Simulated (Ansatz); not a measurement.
Frontier orbitals of AlBr$_{2}$HO (`[OH][Al]([Br])[Br]`).

```json
{"atom": "O1", "x (Å)": "0.559", "y (Å)": "-0.986", "z (Å)": "-0.745"}
{"atom": "Al2", "x (Å)": "0.042", "y (Å)": "0.278", "z (Å)": "0.232"}
{"atom": "Br3", "x (Å)": "-2.130", "y (Å)": "0.791", "z (Å)": "0.414"}
{"atom": "Br4", "x (Å)": "1.573", "y (Å)": "1.445", "z (Å)": "1.352"}
{"atom": "H5", "x (Å)": "-0.043", "y (Å)": "-1.528", "z (Å)": "-1.253"}
```

Total charge 0; spin multiplicity 1. Correlated methods include outer-core shells of Br, which these sets cover unevenly. Scalar relativity is left out up to krypton. All single points use the PBE0-D4/def2-TZVP geometry. It is one conformer, not always the lowest. Basis def2-TZVPP, Ansatz.

| functional | HOMO (eV) | LUMO (eV) | gap (eV) |
| --- | --- | --- | --- |
| PBE | -7.34 | -2.00 | 5.34 |
| B97M-V | -7.73 | -1.67 | 6.06 |
| PBE0 | -8.64 | -1.16 | 7.48 |
| B3LYP | -8.35 | -1.43 | 6.92 |
| ωB97M-V | -10.84 | 0.53 | 11.37 |
| HF | -11.56 | 1.89 | 13.45 |

A quarter of exact exchange (PBE0) shifts PBE's HOMO by −1.30 eV and its LUMO by +0.84 eV; full exchange at long range (ωB97M-V) shifts them by −3.50 and +2.53 eV. The gap opens from 5.34 to 11.37 eV, since occupied levels lose self-interaction and empty ones feel all the electrons. A positive LUMO is unbound and depends on the basis.

B3LYP here is the variant with VWN-RPA as its local correlation; programs differ in this.
